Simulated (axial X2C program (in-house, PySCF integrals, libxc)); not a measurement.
## Potential curves of GaP⁻, without spin–orbit coupling

Calculated with an in-house relativistic program for diatomic molecules. Spin-free means the one-electron spin-free X2C Hamiltonian. Basis: Ga dyall-acv3z [10s10p8d5f1g], P dyall-av3z [9s8p3d2f] (cores contracted in-house); Gaussian nuclei, density fitting, unrestricted open shells. Masses: Ga 68.926 u, P 30.974 u.

State: M_S = 1/2, Λ = 0 (beyond evenly filled blocks: σα). Energies in eV from the fragments at the same level (Ga + P-). Fits are polynomials in 1 − R0/R over 0.85 to 1.23 times the lowest point R0.

```csv
R (Å),BLYP,CCSD(T)
1.8566,-2.0989,
1.9419,-2.6530,-2.6970
2.0060,-2.9056,-2.9709
2.0700,-3.0531,-3.1245
2.1340,-3.1206,-3.1842
2.2087,-3.1239,-3.1644
2.2834,-3.0688,-3.0753
2.3794,-2.9406,-2.8930
2.4968,-2.7318,
2.6675,-2.3853,
```

Correlated methods: 9 electrons correlated (number of frozen shells: Ga 3 s, 2 p, 1 d; P 2 s, 1 p), 293 virtual spin orbitals or spinors in MP2, 89 natural virtuals in coupled cluster.

Occupations by symmetry block were frozen at the best pattern of an incomplete PBE0 search. Dissociation energies refer to the lowest single-determinant-based atoms at the same level and basis. CCSD and (T) use frozen natural virtuals with an MP2 correction for the truncation; (T) itself is uncorrected, so its De runs slightly low. Other states lie close and PBE0, whose exact exchange favours high spin, may order them wrongly; the determinant shown need not be the ground state. The nearest other spin-free determinant of the search, M_S = 1/2, Λ = 1, lies 0.19 eV up at the distance of the search. At some level and bond length an empty orbital lies below a filled one. The highest occupied level of some functionals is positive through self-interaction error; at Hartree–Fock it is bound. The determinant is spin-polarised beyond a pure state at some levels (its spin-free form has ⟨S²⟩ too high), which makes Re and μ there less reliable. The T1 diagnostic is large, a sign of multireference character. With the outer-core shells frozen, correlated bond lengths of heavy atoms tend to come out a few hundredths of an ångström too long. Spin-free De lacks the spin–orbit lowering of the heavy p-block atom, a tenth of an eV or more for 4p and 5p, up to an eV for 6p and one to two eV for 7p atoms, less what an open-shell molecule gains itself. Coupled cluster ran on the points near the minimum only. MP2 and coupled cluster on one determinant become unreliable at the stretched end.

What are Re, ωe and De at the BLYP level?

At BLYP, spin-free: Re = 2.174 Å, ωe ≈ 395 cm⁻¹, De = 3.13 eV to Ga + P-; Be follows as 0.167 cm⁻¹.

Fit the CCSD(T) curve near its minimum: give the equilibrium distance, the harmonic wavenumber and the well depth.

At CCSD(T), spin-free: Re = 2.153 Å, ωe ≈ 451 cm⁻¹, De = 3.19 eV to Ga + P-; Be follows as 0.17 cm⁻¹.
